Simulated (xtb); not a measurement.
Input file for xtb: GFN-FF on C2H7IO (a complex), monomers drawn apart or pushed together.

```
$ xtb mol.xyz --gfnff --sp --chrg 0 --uhf 0
11

C      0.66407957     0.27617476     0.22817687
O     -0.66549499     0.28879574     0.72999770
H      1.40429290     0.40827952     1.02489155
H      0.74869172     1.10872802    -0.46896618
H      0.88957495    -0.65115430    -0.30866484
H     -0.74764998    -0.41743990     1.38284481
C     -0.24928164     1.40544690     4.76947781
I      0.04960877    -0.70120147     5.14706683
H     -0.51842345     1.48998911     3.72235972
H     -1.04643220     1.73525002     5.42522820
H      0.68551982     1.90490830     4.99548178
```

The log:

```
[...]
           -------------------------------------------------
          |                Calculation Setup                |
           -------------------------------------------------



molecular fragmentation (1/2 indicates fragments):
11111122222
# atoms in fragment 1/2:     6     5
 fragment masses (1/2) :       32.04      141.94
CMA distance (Bohr)    :   8.811
constraining FC (au)   :  0.0500

          ==================== Thresholds ====================
          CN  :   150.00000
          rep :   500.00000
          disp:  2500.00000
          HB1 :   250.00000
          HB2 :   450.00000

          Pauling EN used:
          Z : 1  EN :  2.20
          Z : 6  EN :  2.55
          Z : 8  EN :  3.44
          Z :53  EN :  2.66
          electric field strengths (au): 0.000

           -------------------------------------------------
          |           Force Field Initialization            |
           -------------------------------------------------

          distances ...
          ----------------------------------------
          generating topology and atomic info file ...
          pair mat ...
          computing topology distances matrix with Floyd-Warshall algo ...
          making topology EEQ charges ...
          #fragments for EEQ constrain: 2
          ----------------------------------------
          generating topology and atomic info file ...
          pair mat ...
          computing topology distances matrix with Floyd-Warshall algo ...
          making topology EEQ charges ...
          rings ...
          # BATM   6
          # H in HB   1

  atom   neighbors  erfCN metchar sp-hybrid imet pi  qest     coordinates
    1  C       4    3.48   0.00         3    0    0   0.048    1.254929    0.521895    0.431192
    2  O       2    1.91   0.00         3    0    0  -0.432   -1.257603    0.545745    1.379496
    3  H       1    0.97   0.00         0    0    0   0.051    2.653729    0.771536    1.936764
    4  H       1    0.97   0.00         0    0    0   0.051    1.414822    2.095192   -0.886218
    5  H       1    0.97   0.00         0    0    0   0.051    1.681053   -1.230503   -0.583292
    6  H       1    0.97   0.00         0    0    0   0.232   -1.412854   -0.788847    2.613198
    7  C       4    3.48   0.00         3    0    0  -0.050   -0.471074    2.655910    9.013007
    8  I       1    0.99   0.00         0    0    0  -0.072    0.093747   -1.325079    9.726547
    9  H       1    0.98   0.01         0    0    0   0.040   -0.979678    2.815671    7.034240
   10  H       1    0.98   0.01         0    0    0   0.040   -1.977470    3.279147   10.252195
   11  H       1    0.98   0.01         0    0    0   0.040    1.295445    3.599755    9.440092

          #atoms :   11
          #bonds :   9
          #angl  :   13
          #tors  :   3
          #nmol  :   2
          #optfrag :   2
           -------------------------------------------------
          |                   G F N - F F                   |
          |          A general generic force-field          |
          |                  Version 1.0.3                  |
           -------------------------------------------------
          Number of HB bonds (bound hydrogen)     0
          Number of HB bonds (unbound hydrogen)   6
          Number of XB bonds                      10

 E+G (total)                   0 d,  0 h,  0 min,  0.000 sec
 distance/D3 list               ...        0 min,  0.000 sec (  0.878%)
 non bonded repulsion           ...        0 min,  0.000 sec ( 18.336%)
 dCN                            ...        0 min,  0.000 sec (  7.906%)
Note: The following floating-point exceptions are signalling: IEEE_UNDERFLOW_FLAG IEEE_DENORMAL
normal termination of xtb
 EEQ energy and q               ...        0 min,  0.000 sec ( 10.625%)
 D3                             ...        0 min,  0.000 sec ( 13.618%)
 EEQ gradient                   ...        0 min,  0.000 sec (  4.379%)
 bonds                          ...        0 min,  0.000 sec (  9.037%)
 bend and torsion               ...        0 min,  0.000 sec ( 11.601%)
 bonded ATM                     ...        0 min,  0.000 sec (  2.722%)
 HB/XB (incl list setup)        ...        0 min,  0.000 sec ( 14.291%)

         :::::::::::::::::::::::::::::::::::::::::::::::::::::
         ::                     SUMMARY                     ::
         :::::::::::::::::::::::::::::::::::::::::::::::::::::
         :: total energy              -1.319573711372 Eh    ::
         :: gradient norm              0.040870692399 Eh/a0 ::
         ::.................................................::
         :: bond energy               -1.318064298621 Eh    ::
         :: angle energy               0.001490117483 Eh    ::
         :: torsion energy             0.000008450608 Eh    ::
         :: repulsion energy           0.065424980598 Eh    ::
         :: electrostat energy        -0.064540029348 Eh    ::
         :: dispersion energy         -0.003464247813 Eh    ::
         :: HB energy                 -0.000424473270 Eh    ::
         :: XB energy                  0.000000000000 Eh    ::
         :: bonded atm energy         -0.000004211009 Eh    ::
         :: external energy            0.000000000000 Eh    ::
         :: add. restraining           0.000000000000 Eh    ::
         :: total charge               0.000000000000 e     ::
         :::::::::::::::::::::::::::::::::::::::::::::::::::::

           -------------------------------------------------
          |                Property Printout                |
           -------------------------------------------------

molecular dipole:
                 x           y           z       tot (Debye)
 q only:        0.483       0.101      -0.007       1.253

           -------------------------------------------------
          | TOTAL ENERGY               -1.319573711372 Eh   |
          | GRADIENT NORM               0.040870692399 Eh/α |
           -------------------------------------------------
########################################################################
[WARNING] Runtime exception occurred
-1- gfnff_setup: Could not read topology file.
########################################################################

------------------------------------------------------------------------
------------------------------------------------------------------------
 total:
 SCF:
```

The run finished.

Cost: around 0.010 core-seconds (rough).
